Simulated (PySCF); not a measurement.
Species: CH6Cl2Ge2.
Geometry (PBE0-D3(BJ)/def2-SVP, Å), atoms numbered from 1 in this order:
```xyz
11
CH6Cl2Ge2 angstrom
Cl     1.768    3.125   -0.132
Ge     2.096    1.258    0.927
C      0.609    0.109    0.417
Ge    -1.151    0.806    0.874
Cl    -1.115    1.210    3.009
H      2.127    1.581    2.424
H      3.440    0.702    0.429
H      0.653   -0.041   -0.674
H      0.734   -0.874    0.899
H     -1.470    2.129    0.170
H     -2.247   -0.248    0.646
```

The calculation used core-valence-separated Tamm–Dancoff BHandHLYP/aug-pcX-1 (pcseg-1 on H, def2-SVPD on Ge, def2-SVPD on Cl) in PySCF, non-relativistic, gas phase, PBE0-D3(BJ)/def2-SVP geometry. The energies are unshifted.

(1) Give energies, oscillator strengths and core holes at the C K edge.

Results:

(1) 
| E (eV) | f | core hole on | main final orbital |
| --- | --- | --- | --- |
| 285.61 | 0.0006 | C3 | LUMO+3 (31 %) |
| 285.83 | 0.0310 | C3 | LUMO (41 %) |
| 285.87 | 0.0305 | C3 | LUMO+1 (42 %) |
| 286.16 | 0.0025 | C3 | LUMO+2 (80 %) |
| 286.28 | 0.0382 | C3 | LUMO+4 (43 %) |
| 286.58 | 0.0186 | C3 | LUMO+5 (46 %) |
| 287.46 | 0.0034 | C3 | LUMO+6 (55 %) |

The first line with a tenth or more of the strongest one's intensity is at 285.83 eV (f = 0.031), with the hole on C3 (sp3 carbon bound to germanium). The strongest listed is at 286.28 eV (f = 0.038; C3).

Roots within 0.03 eV whose holes lie on the same, on equivalent or on shared atoms are summed into one line, and the highest roots are left out, as the search may have cut off their partners. Final orbitals are the ground state's empty Kohn–Sham orbitals.

Problem. What is the summed oscillator strength of the listed C K lines, and their intensity-weighted mean energy?

Solution. Σf = 0.125 over 7 lines from 285.61 to 287.46 eV; the weighted mean is 286.14 eV. The strongest line holds 31 % of the sum.

The list ends where the root search ended, not at a threshold. The BHandHLYP/aug-pcX-1 (pcseg-1 on H, def2-SVPD on Ge, def2-SVPD on Cl) calculation is non-relativistic and has no spin–orbit coupling, an omission that weighs most on germanium.

Time: 20 s; peak memory 0.76 GiB. Hardware: one thread of an Intel Xeon Platinum 8259CL at 2.50 GHz, no GPU, shared host with 96 logical CPUs at a one-minute load of 66.

One conformer stands for the species.
